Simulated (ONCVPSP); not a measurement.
# Building the ONCV potential for tungsten (W) (LDA (Perdew-Wang 92), non-relativistic).

ONCVPSP 4.0.1 was run on this input:

```
# ATOM AND REFERENCE CONFIGURATION
# atsym  z   nc   nv     iexc    psfile
  W 74.00   10    4  -001012      upf
#
#   n    l    f
    1    0    2.00
    2    0    2.00
    2    1    6.00
    3    0    2.00
    3    1    6.00
    3    2   10.00
    4    0    2.00
    4    1    6.00
    4    2   10.00
    4    3   14.00
    5    0    2.00
    5    1    6.00
    5    2    4.00
    6    0    2.00
#
# PSEUDOPOTENTIAL AND OPTIMIZATION
# lmax
    2
#
#   l,   rc,      ep,       ncon, nbas, qcut
    0    1.95    0.00    4    7    7.40
    1    2.15    0.00    3    7    6.00
    2    2.00    0.00    4    8    7.00
#
# LOCAL POTENTIAL
# lloc, lpopt,  rc(5),   dvloc0
    4    1    1.50    0.00
#
# VANDERBILT-KLEINMAN-BYLANDER PROJECTORs
# l, nproj, debl
    0    3    3.30
    1    3    2.90
    2    2    1.20
#
# MODEL CORE CHARGE
# icmod, fcfact, rcfact
    3    2.50    1.75
#
# LOG DERIVATIVE ANALYSIS
# epsh1, epsh2, depsh
   -4.00    5.00    0.02
#
# OUTPUT GRID
# rlmax, drl
    6.00    0.01
#
# TEST CONFIGURATIONS
# ncnf
    4
# nvcnf
#   n    l    f
    4
    5    0    2.00
    5    1    6.00
    5    2    4.00
    6    0    1.00
#
    4
    5    0    2.00
    5    1    6.00
    5    2    4.00
    6    0    0.00
#
    4
    5    0    2.00
    5    1    6.00
    5    2    3.00
    6    0    0.00
#
    4
    5    0    2.00
    5    1    6.00
    5    2    5.00
    6    0    1.00
#
```

Command:

```bash
oncvpspnr.x < W.dat > W.out
```

Output (shortened: citation, most of the input echo, consistency checks and plot data are left out):

```
ONCVPSP  (Optimized Norm-Conservinng Vanderbilt PSeudopotential)
scalar-relativistic version 4.0.1

#   n    l    f        energy (Ha)
    1    0    2.00    -2.3410403E+03
    2    0    2.00    -3.8485589E+02
    2    1    6.00    -3.6901403E+02
    3    0    2.00    -8.7867653E+01
    3    1    6.00    -8.0502037E+01
    3    2   10.00    -6.6724734E+01
    4    0    2.00    -1.7570638E+01
    4    1    6.00    -1.4494960E+01
    4    2   10.00    -8.8795492E+00
    4    3   14.00    -1.5506853E+00
    5    0    2.00    -2.3958656E+00
    5    1    6.00    -1.5043171E+00
    5    2    4.00    -2.2052935E-01
    6    0    2.00    -1.8146131E-01

Reference configufation results
  iterations    27
  all-electron total energy (Ha)   -1.52834114D+04

Begin loop to  construct optimized pseudo wave functions
and semi-local pseudopoentials for all angular momenta

   Wellstate for l =  0  n =  8
     eigenvalue =   3.1185
     asymptotic potential =   3.6185
     half-point radius =  3.6919

Calculating optimized projector #   1

 for l=   0

    Fraction of norm inside rc  0.962198
    Optimizing pswf for qcut=   7.40 a_B^-1,  ecut=  27.38 Ha
    Residual kinetic energy error=  1.73D-07 Ha

    Energy error per electron        Cutoff
         Ha          eV             Ha
         0.01000     0.27211       12.56
         0.00100     0.02721       16.76
         0.00010     0.00272       20.02
         0.00001     0.00027       22.64

Calculating optimized projector #   2

 for l=   0

    Fraction of norm inside rc  0.070758
    Optimizing pswf for qcut=   7.40 a_B^-1,  ecut=  27.38 Ha
    Residual kinetic energy error=  1.45D-07 Ha

    Energy error per electron        Cutoff
         Ha          eV             Ha
         0.01000     0.27211        9.80
         0.00100     0.02721       15.53
         0.00010     0.00272       19.50
         0.00001     0.00027       22.68

Calculating optimized projector #   3

 for l=   0

    Fraction of norm inside rc  0.121517
    Optimizing pswf for qcut=   7.40 a_B^-1,  ecut=  27.38 Ha
    Residual kinetic energy error=  4.33D-06 Ha

    Energy error per electron        Cutoff
         Ha          eV             Ha
         0.01000     0.27211       15.46
         0.00100     0.02721       20.18
         0.00010     0.00272       23.63
         0.00001     0.00027       26.58

   Wellstate for l =  1  n =  7
     eigenvalue =   1.3957
     asymptotic potential =   1.8957
     half-point radius =  3.9634

   Wellstate for l =  1  n =  8
     eigenvalue =   4.2957
     asymptotic potential =   4.7957
     half-point radius =  3.4304

Calculating optimized projector #   1

 for l=   1

    Fraction of norm inside rc  0.954263
    Optimizing pswf for qcut=   6.01 a_B^-1,  ecut=  18.04 Ha
    Residual kinetic energy error=  6.98D-08 Ha

    Energy error per electron        Cutoff
         Ha          eV             Ha
         0.01000     0.27211        8.52
         0.00100     0.02721       11.01
         0.00010     0.00272       13.14
         0.00001     0.00027       14.97

Calculating optimized projector #   2

 for l=   1

    Fraction of norm inside rc  0.178794
    Optimizing pswf for qcut=   6.01 a_B^-1,  ecut=  18.04 Ha
    Residual kinetic energy error=  2.98D-06 Ha

    Energy error per electron        Cutoff
         Ha          eV             Ha
         0.01000     0.27211        7.94
         0.00100     0.02721       10.39
         0.00010     0.00272       12.21
         0.00001     0.00027       14.52

Calculating optimized projector #   3

 for l=   1

    Fraction of norm inside rc  0.145221
    Optimizing pswf for qcut=   6.01 a_B^-1,  ecut=  18.04 Ha
    Residual kinetic energy error=  3.91D-05 Ha

    Energy error per electron        Cutoff
         Ha          eV             Ha
         0.01000     0.27211        9.17
         0.00100     0.02721       10.81
         0.00010     0.00272       13.75
         0.00001     0.00027       40.22

   Wellstate for l =  2  n =  6
     eigenvalue =   0.9795
     asymptotic potential =   1.4795
     half-point radius =  3.3980

Calculating optimized projector #   1

 for l=   2

    Fraction of norm inside rc  0.596953
    Optimizing pswf for qcut=   6.99 a_B^-1,  ecut=  24.46 Ha
    Residual kinetic energy error=  2.55D-07 Ha

    Energy error per electron        Cutoff
         Ha          eV             Ha
         0.01000     0.27211       11.20
         0.00100     0.02721       15.06
         0.00010     0.00272       18.19
         0.00001     0.00027       20.98

Calculating optimized projector #   2

 for l=   2

    Fraction of norm inside rc  0.202359
    Optimizing pswf for qcut=   6.99 a_B^-1,  ecut=  24.46 Ha
    Residual kinetic energy error=  2.41D-07 Ha

    Energy error per electron        Cutoff
         Ha          eV             Ha
         0.01000     0.27211       11.77
         0.00100     0.02721       15.44
         0.00010     0.00272       18.32
         0.00001     0.00027       20.97

Construct Vanderbilt / Kleinmman-Bylander projectors

B matrix Hermiticity error, ll=   0
   1   2    6.1244E-09
   1   3    3.3505E-08
   2   3   -3.5719E-09

  Orthonormal projector coefficients  1.7500E+01  2.7465E+00  4.2091E-01

B matrix Hermiticity error, ll=   1
   1   2   -1.2337E-08
   1   3    1.5015E-08
   2   3    4.6782E-08

  Orthonormal projector coefficients  4.0946E+00  9.7018E-01  1.5480E-01

B matrix Hermiticity error, ll=   2
   1   2    3.3583E-09

  Orthonormal projector coefficients  1.1001E+00  1.2241E-01

Model core correction analysis
  based on d2Exc/dn_idn_j

d2excae - all-electron derivatives

   -2.461238D-02   -2.293546D-02   -1.320584D-02   -1.829027D-03
   -2.293548D-02   -2.242538D-02   -1.497231D-02   -2.581245D-03
   -1.320587D-02   -1.497230D-02   -1.690439D-02   -9.792045D-03
   -1.829010D-03   -2.581143D-03   -9.790289D-03   -2.227554D-02

d2excps - pseudofunction derivatives with no core correction

   -3.854148D-02   -3.351822D-02   -1.662767D-02   -2.933905D-03
   -3.351879D-02   -3.084838D-02   -1.800760D-02   -3.407193D-03
   -1.662803D-02   -1.800776D-02   -1.861530D-02   -1.004382D-02
   -2.934040D-03   -3.407147D-03   -1.004207D-02   -2.240087D-02

rms 2nd derivative error    5.797043E-03

rmatch, rhocmatch    0.9584    9.2482

Teter function model core charge with specified parameters

d2excps - pseudofunction derivatives with core correction

   -2.445509D-02   -2.218363D-02   -1.212535D-02   -1.996777D-03
   -2.218366D-02   -2.117287D-02   -1.366163D-02   -2.674816D-03
   -1.212535D-02   -1.366157D-02   -1.589365D-02   -9.718842D-03
   -1.996758D-03   -2.674709D-03   -9.717068D-03   -2.228087D-02

rms 2nd derivative error    7.746350E-04

Pseudoatom total energy  -66.445602

Diagnostic tests using Vanderbilt-Kleinman-Bylander pseudopotentials
  1 or more projectors used as specified by nproj input data

   l    rcore       rmatch      e in        delta e   norm test  slope test

   0   1.9529618   2.0122580  -2.3958656   0.0000001   1.0000002   1.0000002
   0   1.9529618   2.0122580  -0.1814613  -0.0000000   1.0000000   1.0000000
   0   1.9529618   2.0122580   3.1185387   0.0000000   1.0000000   1.0000000

   1   2.1620186   2.2276622  -1.5043171  -0.0000005   1.0000041   1.0000039
   1   2.1620186   2.2276622   1.3956829   0.0000329   1.0000034   1.0000034
   1   2.1620186   2.2276622   4.2956830   0.0000002   0.9999980   0.9999980

   2   2.0002565   2.0609886  -0.2205294   0.0000000   1.0000000   1.0000000
   2   2.0002565   2.0609886   0.9794706   0.0000000   1.0000000   1.0000000

 Testing for bound ghosts
   n   l    E NL Schr. Eq   E Basis Diag.   E Cutoff

   1   0       -2.395866       -2.395865     69.43
   2   0       -0.181461       -0.149329     69.43

   2   1       -1.504318       -1.504317     65.21

   3   2       -0.220529       -0.218303     86.05

 Testing for highly-localized positive-energy ghosts
       l    <radius>/rc     E Basis Diag.   E Cutoff

       0        0.831360       18.948732     69.43  WARNING - GHOST(+)

Test configuration 0

   n   l     f        eae           eps        diff
   1   0  2.0000-2341.04031317
   2   0  2.0000 -384.85589101
   2   1  6.0000 -369.01403005
   3   0  2.0000  -87.86765303
   3   1  6.0000  -80.50203705
   3   2 10.0000  -66.72473408
   4   0  2.0000  -17.57063810
   4   1  6.0000  -14.49495958
   4   2 10.0000   -8.87954918
   4   3 14.0000   -1.55068530
   5   0  2.0000   -2.39586559   -2.39586551    8.70D-08
   5   1  6.0000   -1.50431706   -1.50431752   -4.60D-07
   5   2  4.0000   -0.22052935   -0.22052935    2.81D-09
   6   0  2.0000   -0.18146131   -0.18146131   -2.41D-09

    Total energies and differences
      AE_ref= -1.52834114D+04  AE_tst= -1.52834114D+04  dif=  0.00D+00
      PS_ref= -6.64456024D+01  PS_tst= -6.64456024D+01  dif= -1.42D-14
      PSP excitation error=  1.42D-14

Test configuration 1

   n   l     f        eae           eps        diff
   1   0  2.0000-2341.30461928
   2   0  2.0000 -385.11891690
   2   1  6.0000 -369.27713163
   3   0  2.0000  -88.13085974
   3   1  6.0000  -80.76524538
   3   2 10.0000  -66.98784507
   4   0  2.0000  -17.83388699
   4   1  6.0000  -14.75819430
   4   2 10.0000   -9.14273132
   4   3 14.0000   -1.81381241
   5   0  2.0000   -2.65907818   -2.65947331   -3.95D-04
   5   1  6.0000   -1.76759520   -1.76774421   -1.49D-04
   5   2  4.0000   -0.47691945   -0.47683156    8.79D-05
   6   0  1.0000   -0.40312170   -0.40318072   -5.90D-05

    Total energies and differences
      AE_ref= -1.52834114D+04  AE_tst= -1.52831212D+04  dif=  2.90D-01
      PS_ref= -6.64456024D+01  PS_tst= -6.61554121D+01  dif=  2.90D-01
      PSP excitation error= -2.37D-05

Test configuration 2

   n   l     f        eae           eps        diff
   1   0  2.0000-2341.60748694
   2   0  2.0000 -385.41986828
   2   1  6.0000 -369.57821099
   3   0  2.0000  -88.43185319
   3   1  6.0000  -81.06625105
   3   2 10.0000  -67.28874705
   4   0  2.0000  -18.13488643
   4   1  6.0000  -15.05917219
   4   2 10.0000   -9.44362788
   4   3 14.0000   -2.11453570
   5   0  2.0000   -2.95897678   -2.96014432   -1.17D-03
   5   1  6.0000   -2.06698227   -2.06753002   -5.48D-04
   5   2  4.0000   -0.76474899   -0.76462220    1.27D-04

    Total energies and differences
      AE_ref= -1.52834114D+04  AE_tst= -1.52825991D+04  dif=  8.12D-01
      PS_ref= -6.64456024D+01  PS_tst= -6.56331583D+01  dif=  8.12D-01
      PSP excitation error= -1.48D-04

Test configuration 3

   n   l     f        eae           eps        diff
   1   0  2.0000-2342.09610394
   2   0  2.0000 -385.91034276
   2   1  6.0000 -370.06875014
   3   0  2.0000  -88.91927708
   3   1  6.0000  -81.55378871
   3   2 10.0000  -67.77693613
   4   0  2.0000  -18.62175046
   4   1  6.0000  -15.54605500
   4   2 10.0000   -9.93055406
   4   3 14.0000   -2.60033729
   5   0  2.0000   -3.43187684   -3.43503693   -3.16D-03
   5   1  6.0000   -2.53162055   -2.53438600   -2.77D-03
   5   2  3.0000   -1.18642262   -1.18777064   -1.35D-03

    Total energies and differences
      AE_ref= -1.52834114D+04  AE_tst= -1.52816274D+04  dif=  1.78D+00
      PS_ref= -6.64456024D+01  PS_tst= -6.46609088D+01  dif=  1.78D+00
      PSP excitation error= -6.50D-04

Test configuration 4

   n   l     f        eae           eps        diff
   1   0  2.0000-2340.94139848
   2   0  2.0000 -384.75396857
   2   1  6.0000 -368.91226075
   3   0  2.0000  -87.76683749
   3   1  6.0000  -80.40120196
   3   2 10.0000  -66.62354412
   4   0  2.0000  -17.46979727
   4   1  6.0000  -14.39407871
   4   2 10.0000   -8.77853639
   4   3 14.0000   -1.44989423
   5   0  2.0000   -2.29972273   -2.30015793   -4.35D-04
   5   1  6.0000   -1.41243959   -1.41233032    1.09D-04
   5   2  5.0000   -0.15382918   -0.15351823    3.11D-04
   6   0  1.0000   -0.15361066   -0.15379178   -1.81D-04

    Total energies and differences
      AE_ref= -1.52834114D+04  AE_tst= -1.52834303D+04  dif= -1.89D-02
      PS_ref= -6.64456024D+01  PS_tst= -6.64642304D+01  dif= -1.86D-02
      PSP excitation error= -2.81D-04
```

oncvpspnr.x prints “scalar-relativistic version” in its banner although the run is non-relativistic.

The run took about 7.7 s on one core of a shared server CPU.
